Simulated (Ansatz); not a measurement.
`[SiH3]C1(Br)O[SiH2]1` + H₂ → `[SiH3]C1O[SiH2]1` + HBr at 400 K and 1 bar (hydrogenolysis of a C–Br bond).

Isolated molecules relaxed with PBE0-D4/def2-TZVP in Ansatz; ΔE leaves out vibrations. CBS: MP2 limit from def2 TZ/QZ plus the TZ coupled-cluster correction, frozen cores. This one scheme is used for every species. For Br outer-core shells are correlated without core-valence functions, which leaves a few kJ/mol of doubt a bond. Scalar relativity is left out up to krypton.

| species | CCSD(T)/CBS energy (Eh) | H − E (kJ/mol) | S (J/(mol·K)) |
| --- | --- | --- | --- |
| `[SiH3]C1(Br)O[SiH2]1` | -3267.67849 | 171.9 | 399.3 |
| H₂ | -1.17544 | 38.0 | 139.0 |
| `[SiH3]C1O[SiH2]1` | -694.95845 | 192.2 | 352.0 |
| HBr | -2573.91920 | 27.6 | 207.2 |

H − E and S are ideal-gas, rigid-rotor, harmonic terms from PBE0-D4/def2-TZVP, for one conformer and one mirror image of each species. For small species the MP2-based limit differs from directly extrapolated CCSD(T) by up to some mEh (0.8 for H₂); such offsets cancel only in part. 1 Eh = 2625.50 kJ/mol, R = 8.31446 J/(mol·K).

Q: By hand: ΔE, ΔH, ΔS and ΔG.

A: ΔE = (-694.95845) + (-2573.91920) − (-3267.67849) − (-1.17544) = -0.02372 Eh = -62.3 kJ/mol. Δ(H − E) = 192.2 + 27.6 − 171.9 − 38.0 = 9.9, so ΔH = -52.4 kJ/mol. ΔS = 352.0 + 207.2 − 399.3 − 139.0 = 20.9 J/(mol·K). ΔG = -52.4 − 400 × (20.9)/1000 = -60.8 kJ/mol.

Q: By hand: the equilibrium constant, and the temperature at which ΔG would vanish if ΔH and ΔS stayed fixed.

A: log₁₀ K = −ΔG/(RT ln 10) = 7.9. ΔH and −TΔS have one sign here, so there is no such temperature.

ΔH outweighs TΔS. A doubt of 5 kJ/mol in ΔE shifts log₁₀ K by 0.7 here. Other conformers and mirror images would add mixing entropy, several J/(mol·K) or more a flexible species. These are equilibria of isolated gas molecules and say nothing of rates. Largest T1 diagnostic: 0.014 (customary marks: 0.02 for closed shells, 0.045 for open ones).
